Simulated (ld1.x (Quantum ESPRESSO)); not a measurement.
**What one change does to a pseudopotential (Lu (Z = 71), TM)**

```json
{
 "Element": "lutetium",
 "Generator": "ld1.x (Quantum ESPRESSO) 7.5",
 "Type": "norm-conserving Troullier–Martins (Kleinman–Bylander form)",
 "Functional": "PBE",
 "Relativity": "scalar-relativistic",
 "Frozen core": "[Xe] 4f14",
 "Valence charge": "3",
 "Reference configuration": "5d1 6s2 6p0",
 "Partial waves": "6s (bound): rc 3.00 bohr; 6p (bound, empty): rc 4.20 bohr; 5d (bound): rc 1.80 bohr",
 "Local potential": "all-electron potential smoothed inside 1.45 bohr (lloc = -2)",
 "Core correction": "Bessel-smoothed model core, default radius (core density twice the valence density)"
}
```

All-electron outer shells of the reference configuration (PBE, scalar-relativistic, ld1.x):

```
shell  level (eV)  outermost node (bohr)  outermost maximum (bohr)
   5p      -31.66                   0.61                      1.19
   4f       -9.62                      –                      0.47
   6s       -4.66                   1.41                      3.08
   5d       -1.75                   0.68                      1.84
   6p       -1.34                   1.73                      4.26
```

Change: functional Wu–Cohen.

Cutoffs: the cutoffs (Ry, on a coarse ladder) from which the occupation-weighted sum of valence levels, in a spherical-Bessel basis at the reference potential, stays within 10 and 1 mRy of its value at 400 Ry; they do not see the model core or the augmentation charge, which bear on the density cutoff. Errors are all-electron minus pseudo energies relative to the spin-unpolarised reference configuration.

Q: How do hardness, ghosts and transferability respond?

A: The potential gets neither clearly harder nor softer (18 Ry and 25 Ry → 18 Ry and 25 Ry); both files keep a bound ghost (p, s); of the 6 tests that both files solve, the error grows in 3 and shrinks in 0 by more than 15 % and 0.3 meV (median size 20.0 → 24.2 meV).

| quantity | base | changed |
| --- | --- | --- |
| cutoff, loose | 18 Ry | 18 Ry |
| cutoff, tight | 25 Ry | 25 Ry |
| bound ghosts | s, p | s, p |
| tests counted (converged, no solver errors) | 6 of 7 | 6 of 7 |
| error for 5d1 6s1 6p0, meV [ΔE 7.37 → 7.39 eV] | -8.7 | -9.2 |
| error for 5d1 6s0 6p0, meV [ΔE 20.64 → 20.55 eV] | -56 | -73 |
| error for 5d1 6s1.5 6p0, meV [ΔE 2.99 → 3.00 eV] | -2.2 | -2.1 |
| error for 5d1 6s0 6p2, meV [ΔE 7.03 → 7.10 eV] | -31 | -39 |
| error for 5d1 6s1 6p1, meV [ΔE 3.42 → 3.47 eV] | -6.7 | -8.4 |
| error for 5d2 6s0 6p0, meV [ΔE 9.89 → 9.87 eV] | -80 | -82 |
| s: phases at 4.57 bohr within 0.05 rad from the reference energy up to (Ry; the scan ends near 5) | 0.7 | 0.7 |
| p: phases at 4.57 bohr within 0.05 rad from the reference energy up to (Ry; the scan ends near 5) | 1.3 | 1.3 |
| d: phases at 4.57 bohr within 0.05 rad from the reference energy up to (Ry; the scan ends near 5) | 2.9 | 2.9 |

Base: Tests not counted: 5d0 6s2 6p1 (solver errors, printed error -39.1 eV). Changed file: Tests not counted: 5d0 6s2 6p1 (solver errors, printed error -39.9 eV). These tests converged, but a pseudo level misses the all-electron one widely, so the file describes the atom poorly there or has found another state: 5d1 6s0 6p0: empty 6p by 3.1 eV. A true bound ghost makes a file unfit for plane-wave use even where its test errors are small: the radial tests pick states by their node count and pass the ghost by. Where a test does run into it, the solver fails or the error is huge.
